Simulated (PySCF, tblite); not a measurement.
A set of runs on `CC(C)[C@@H]1C[CH2][AlH2-][N+]1(C)C`; the geometry of each is named by its level. Settings lines and outputs come from a driver script.

C₈H₂₀AlN.
SMILES with atom numbers: `[CH3:1][CH:2]([CH3:3])[C@@H:4]1[CH2:5][CH2:6][AlH2-:7][N+:8]1([CH3:9])[CH3:10]` (hydrogens: H11, H12, H13 on C1; H14 on C2; H15, H16, H17 on C3; H18 on C4; H19, H20 on C5; H21, H22 on C6; H23, H24 on Al7; H25, H26, H27 on C9; H28, H29, H30 on C10)

Step 1: GFN2-xTB geometry optimisation, gas phase (tblite 0.8.0) (from a force-field or distance-geometry start)
```json
{"job": {"kind": "relax", "xc": "GFN2-xTB", "basis": "xTB"}, "charge": 0, "multiplicity": 1}
```
```
step      E/eV     max force
  0    -852.28194    2.691
  1    -852.49544    1.807
  2    -852.67228    0.592
...
 97    -852.96134    0.019
 98    -852.96140    0.015
 99    -852.96146    0.017
100    -852.96151    0.014
101    -852.96153    0.008
```

Energy lowered by 15.7 kcal/mol over 101 steps; largest atomic force 0.008 eV/Å at the end. «max force» is the largest atomic force in eV/Å.

Step 2: GFN2-xTB harmonic vibrations, gas phase (tblite 0.8.0) (on the GFN2-xTB geometry)
```json
{"job": {"kind": "ir", "xc": "GFN2-xTB", "basis": "xTB"}, "charge": 0, "multiplicity": 1}
```
```
(table of modes left out)
```

84 modes from 62 to 3055 cm⁻¹ (unscaled, harmonic); zero-point energy 163.6 kcal/mol; all wavenumbers are real at this level.

Step 3: PBE0-D3(BJ)/def2-SVP geometry optimisation, gas phase (PySCF 2.14.0) (from the GFN2-xTB geometry)
```json
{"job": {"xc": "PBE0", "basis": "def2-SVP", "d3": "d3bj", "grid": 1, "shake": 0.01, "kind": "geom"}, "charge": 0, "multiplicity": 1}
```
```
step   0  E = -613.18989392  max force = 0.056077
step   1  E = -613.19987276  max force = 0.016531
step   2  E = -613.20066520  max force = 0.004461
step   3  E = -613.20082709  max force = 0.001546
...
step  10  E = -613.20109244  max force = 0.000841
step  11  E = -613.20109678  max force = 0.001137
step  12  E = -613.20110373  max force = 0.000974
step  13  E = -613.20110668  max force = 0.000441
optimisation converged
```

Final energy -613.20111 Eh after 13 steps; dipole 4.82 D. Energies in Eh; «max force» is the largest Cartesian gradient component in Eh/bohr.

Q: Which step took the most CPU time, and about what did each take on one thread, Arm Neoverse V1 (aarch64) (shared host)?

A: Step 3, about 99 % of the total. CPU time by step: 1: 1.3 s, 2: 2.1 s, 3: 11 min.

Final geometry (PBE0-D3(BJ)/def2-SVP):
```
atom  x, y, z in Å
C1     2.5229    1.0210   -0.0047
C2     1.6054   -0.1987    0.0563
C3     2.0906   -1.1606    1.1397
C4     0.1390    0.2644    0.2008
C5    -0.3466    0.4680    1.6360
C6    -1.7489    1.0810    1.6529
Al7   -2.6941    0.2606    0.0981
N8    -0.8681   -0.5637   -0.5449
C9    -0.8388   -1.9891   -0.1989
C10   -0.7412   -0.4082   -1.9966
H11    2.4455    1.6181    0.9184
H12    2.2659    1.6788   -0.8492
H13    3.5755    0.7205   -0.1171
H14    1.6962   -0.7160   -0.9156
H15    2.1294   -0.6667    2.1225
H16    3.1100   -1.5049    0.9071
H17    1.4576   -2.0525    1.2420
H18    0.0640    1.2484   -0.2945
H19   -0.3463   -0.5023    2.1617
H20    0.4036    1.0826    2.1652
H21   -2.2283    0.9395    2.6341
H22   -1.6796    2.1722    1.4940
H23   -3.6160   -1.0433    0.2964
H24   -3.0775    1.2347   -1.1249
H25   -1.6942   -2.4902   -0.6709
H26    0.0923   -2.4686   -0.5440
H27   -0.9351   -2.1199    0.8862
H28   -0.8087    0.6544   -2.2631
H29   -1.5670   -0.9365   -2.4936
H30    0.2118   -0.8213   -2.3700
```

 (This holds for the electronic-property runs.)

One conformer stands for the species.
